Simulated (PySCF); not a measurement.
Propiophenone, C₉H₁₀O.
Bonds: C1–C2, C2–C3, C3–O4 (double), C3–C5, C5–C6 (aromatic), C6–C7 (aromatic), C7–C8 (aromatic), C8–C9 (aromatic), C9–C10 (aromatic), C5–C10 (aromatic). Hydrogens: H11, H12, H13 on C1; H14, H15 on C2; H16 on C6; H17 on C7; H18 on C8; H19 on C9; H20 on C10.

The same species was optimised twice, with GFN2-xTB and with PBE0-D3(BJ)/def2-SVP (PySCF), and the same property calculations (PySCF, gas phase) were run on both structures.

```json
{"coordinate": "C8–C9 (Å)", "GFN2-xTB": "1.386", "PBE0-D3(BJ)/def2-SVP": "1.396", "change": "+0.010"}
{"coordinate": "C6–C7 (Å)", "GFN2-xTB": "1.383", "PBE0-D3(BJ)/def2-SVP": "1.393", "change": "+0.010"}
{"coordinate": "C3–C5 (Å)", "GFN2-xTB": "1.489", "PBE0-D3(BJ)/def2-SVP": "1.498", "change": "+0.009"}
{"coordinate": "C9–C10 (Å)", "GFN2-xTB": "1.381", "PBE0-D3(BJ)/def2-SVP": "1.390", "change": "+0.009"}
{"coordinate": "C7–C8 (Å)", "GFN2-xTB": "1.386", "PBE0-D3(BJ)/def2-SVP": "1.394", "change": "+0.008"}
{"coordinate": "C1–C2 (Å)", "GFN2-xTB": "1.523", "PBE0-D3(BJ)/def2-SVP": "1.515", "change": "-0.008"}
{"coordinate": "C5–C6 (Å)", "GFN2-xTB": "1.394", "PBE0-D3(BJ)/def2-SVP": "1.401", "change": "+0.007"}
{"coordinate": "C5–C10 (Å)", "GFN2-xTB": "1.396", "PBE0-D3(BJ)/def2-SVP": "1.401", "change": "+0.005"}
{"coordinate": "C2–C3 (Å)", "GFN2-xTB": "1.516", "PBE0-D3(BJ)/def2-SVP": "1.514", "change": "-0.002"}
{"coordinate": "C3=O4 (Å)", "GFN2-xTB": "1.211", "PBE0-D3(BJ)/def2-SVP": "1.212", "change": "+0.001"}
{"coordinate": "C2–C3–C5 (°)", "GFN2-xTB": "117.0", "PBE0-D3(BJ)/def2-SVP": "118.6", "change": "+1.6"}
{"coordinate": "C1–C2–C3 (°)", "GFN2-xTB": "111.8", "PBE0-D3(BJ)/def2-SVP": "113.0", "change": "+1.2"}
{"coordinate": "C2–C3–O4 (°)", "GFN2-xTB": "121.9", "PBE0-D3(BJ)/def2-SVP": "121.0", "change": "-0.9"}
{"coordinate": "C3–C5–C6 (°)", "GFN2-xTB": "123.7", "PBE0-D3(BJ)/def2-SVP": "123.0", "change": "-0.7"}
{"coordinate": "O4–C3–C5 (°)", "GFN2-xTB": "121.2", "PBE0-D3(BJ)/def2-SVP": "120.4", "change": "-0.8"}
{"coordinate": "C6–C5–C10 (°)", "GFN2-xTB": "118.8", "PBE0-D3(BJ)/def2-SVP": "119.2", "change": "+0.4"}
{"coordinate": "C6–C7–C8 (°)", "GFN2-xTB": "120.5", "PBE0-D3(BJ)/def2-SVP": "120.1", "change": "-0.4"}
{"coordinate": "C5–C10–C9 (°)", "GFN2-xTB": "120.9", "PBE0-D3(BJ)/def2-SVP": "120.5", "change": "-0.4"}
{"coordinate": "C1–C2–C3–O4 (°)", "GFN2-xTB": "0", "PBE0-D3(BJ)/def2-SVP": "-1", "change": "-1"}
{"coordinate": "C2–C3–C5–C6 (°)", "GFN2-xTB": "0", "PBE0-D3(BJ)/def2-SVP": "1", "change": "+1"}
```

Rotational constants: A = 3486, B = 807.6, C = 661.0 MHz (GFN2-xTB) against A = 3466, B = 797.6, C = 653.6 MHz (PBE0-D3(BJ)/def2-SVP).

On the GFN2-xTB structure: HOMO (eV) -7.37 [PBE0/pcSseg-1]; LUMO (eV) -1.63 [PBE0/pcSseg-1]; dipole (D) 2.95 [PBE0/pcSseg-1]; GIAO shielding of C1 (ppm) 177.0 [PBE0/pcSseg-1]; GIAO shielding of C2 (ppm) 151.8 [PBE0/pcSseg-1]; GIAO shielding of C3 (ppm) -16.3 [PBE0/pcSseg-1]; GIAO shielding of O4 (ppm) -290.5 [PBE0/pcSseg-1]; GIAO shielding of C5 (ppm) 46.6 [PBE0/pcSseg-1]; GIAO shielding of C6/C10 (mean) (ppm) 52.2 [PBE0/pcSseg-1]; GIAO shielding of C7/C9 (mean) (ppm) 53.1 [PBE0/pcSseg-1]; GIAO shielding of C8 (ppm) 48.0 [PBE0/pcSseg-1].

**Question.** What do these properties become on the PBE0-D3(BJ)/def2-SVP structure?

**Answer.** 
| property | level | on GFN2-xTB | on PBE0-D3(BJ)/def2-SVP | change |
| --- | --- | --- | --- | --- |
| HOMO (eV) | PBE0/pcSseg-1 | -7.37 | -7.37 | 0.00 |
| LUMO (eV) | PBE0/pcSseg-1 | -1.63 | -1.63 | 0.00 |
| dipole (D) | PBE0/pcSseg-1 | 2.95 | 2.92 | -0.03 |
| energy, GFN2-xTB geometry as zero (kcal/mol) | PBE0/pcSseg-1 | 0.0 | -0.5 | -0.5 |
| GIAO shielding of C1 (ppm) | PBE0/pcSseg-1 | 177.0 | 175.4 | -1.6 |
| GIAO shielding of C2 (ppm) | PBE0/pcSseg-1 | 151.8 | 151.0 | -0.8 |
| GIAO shielding of C3 (ppm) | PBE0/pcSseg-1 | -16.3 | -16.8 | -0.5 |
| GIAO shielding of O4 (ppm) | PBE0/pcSseg-1 | -290.5 | -295.6 | -5.1 |
| GIAO shielding of C5 (ppm) | PBE0/pcSseg-1 | 46.6 | 44.8 | -1.8 |
| GIAO shielding of C6/C10 (mean) (ppm) | PBE0/pcSseg-1 | 52.2 | 50.4 | -1.8 |
| GIAO shielding of C7/C9 (mean) (ppm) | PBE0/pcSseg-1 | 53.1 | 50.7 | -2.4 |
| GIAO shielding of C8 (ppm) | PBE0/pcSseg-1 | 48.0 | 45.7 | -2.3 |

The heavy atoms differ by 0.019 Å rms after alignment. Among bonds between heavy atoms C3–C5, C6–C7, C8–C9 and C9–C10 change most and about equally (+0.009 to +0.010 Å). Changes are differences of the printed values. Neither structure is proved a minimum here.

Conformer computed: `[CH3:1][CH2:2][C:3](=[O:4])[c:5]1[cH:6][cH:7][cH:8][cH:9][cH:10]1`: C1–C2–C3–O4 -1°, C2–C3–C5–C6 1°.
